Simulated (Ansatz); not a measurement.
CuI, triplet, geometry from GFN2-xTB (such geometries of metal compounds can be far from the true shape) (the multiplicity is a formal guess) (core potentials on I); R2SCAN/def2-SV(P) run with Ansatz (a program for electronic structure).

Input for Ansatz:
Ansatz 0.2 input:
```yaml
crystal:
  periodic: [false, false, false]
  atoms:
    - {symbol: Cu, position_ang: [-0.00000000, -0.00000000, -1.62833231]}
    - {symbol: I, position_ang: [0.00000000, 0.00000000, 0.89097428]}
basis:
  gaussian:
    orbitals: def2-SV_P_.json
hamiltonian:
  xc: r2scan
magnetization: {spin_polarized: true, initial_magnetization: 2}
accuracy: high
```
The basis file holds def2-SV(P) in the JSON format of the Basis Set Exchange.

The log (banner, timings and long lists left out):

```
Functional definition: r2SCAN
1043 factors; integrals over basis functions are off by at most 4.3e-9 eV
mean field evaluation 1: about -52732.0309 eV, gradient 3.4e1 eV
mean field evaluation 2: about -52266.9401 eV, gradient 2.9e2 eV
mean field evaluation 4: about -52735.0515 eV, gradient 2.2e1 eV
mean field evaluation 8: about -52736.8966 eV, gradient 3.2e-1 eV
mean field evaluation 16: about -52736.8934 eV, gradient 7.8e-5 eV
mean field evaluation 32: about -52735.5398 eV, gradient 3.2e-2 eV
mean field evaluation 64: about -52736.6860 eV, gradient 1.8e0 eV
mean field evaluation 96: about -52735.2293 eV, gradient 1.6e1 eV
mean field evaluation 128: about -52735.8863 eV, gradient 1.4e-4 eV
mean field -52736.89339671 eV, -1938.0450859789 hartree, gradient 7.3e-8 eV, S^2 2.003935; 14 other end points of the search recorded, 0 dependent functions left out
reference -52736.89340356 eV, -1938.0450862306 hartree; 28, 26 occupied and 22, 24 virtual orbitals, 1043 factors
Total energy: -52736.89340356 eV, -1938.0450862306 hartree
```
